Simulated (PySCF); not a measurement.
C2H4BClO. Atoms are numbered in the order given.

```xyz
9

B     -0.2169    -0.0377     0.0000
Cl     0.4248    -1.7034     0.0000
C      0.7575     1.1777     0.0000
C      0.2985     2.4369     0.0000
H      1.8398     1.0039     0.0000
H      0.9683     3.3048     0.0000
H     -0.7778     2.6445     0.0000
O     -1.5562     0.1479     0.0000
H     -2.0546    -0.6777     0.0000
```

Geometry optimised at ωB97X-D3(BJ)/def2-SVP. Other conformers were not sampled.

Calculation: HF/pcSseg-1 (PySCF).

GIAO shieldings, no solvent; atoms listed in one row are averaged. δ = σ(ref) − σ: ¹¹B against BF3 (σ = 102.7 ppm); ³⁵Cl against HCl (σ = 958.2 ppm); ¹³C against TMS (σ = 192.6 ppm); ¹H against TMS (σ = 31.99 ppm); ¹⁷O against H2O (σ = 333.0 ppm), references at their B3LYP-D3(BJ)/def2-TZVP geometries, non-relativistic (without spin–orbit terms, shifts of atoms bonded to Cl or Br come out too high).

Task: Estimate the chemical shifts. (The exact figures need the calculation; the answer reports its results.)

Result: 
| nucleus | atoms | count | δ (ppm) |
|---|---|---|---|
| ¹¹B | B1 | 1 | 26.8 |
| ³⁵Cl | Cl2 | 1 | 89.4 |
| ¹³C | C4 | 1 | 154.8 |
| ¹³C | C3 | 1 | 137.3 |
| ¹H | H7 | 1 | 7.24 |
| ¹H | H6 | 1 | 6.89 |
| ¹H | H5 | 1 | 6.29 |
| ¹H | H9 | 1 | 5.08 |
| ¹⁷O | O8 | 1 | 132.6 |
